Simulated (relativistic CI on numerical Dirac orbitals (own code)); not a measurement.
Cl¹⁴⁺: q coefficients

These numbers are calculated, not measured: Dirac-Coulomb-Breit CI, KLI orbitals optimised for each configuration, derivatives by finite differences, unscaled Slater integrals, QED left out (own radial code, finite nucleus).

Configurations in the expansion (outside the closed core 1s2): 2s, 2p, 3s, 3p, 3d. Levels of other configurations are missing.

With x = (α/α₀)² − 1 an excitation energy changes as ω = ω₀ + qx; K = 2q/ω₀ is the relative enhancement. Terms are leading LS components, so labels can repeat.

Lowest level 2s 2S_1/2.

```
     Level  ω₀ (cm⁻¹)  q (cm⁻¹)       K
2p 2P°_1/2     242662      4968  0.0409
2p 2P°_3/2     262318     24780   0.189
 3s 2S_1/2    3681666     18500    0.01
3p 2P°_1/2    3748771     19840  0.0106
3p 2P°_3/2    3754550     25670  0.0137
 3d 2D_3/2    3778948     25420  0.0135
 3d 2D_5/2    3780771     27250  0.0144
```

At this charge energies of transitions that change n are usually good to better than 1 %, and those within a shell (Δn = 0) to a few per cent.
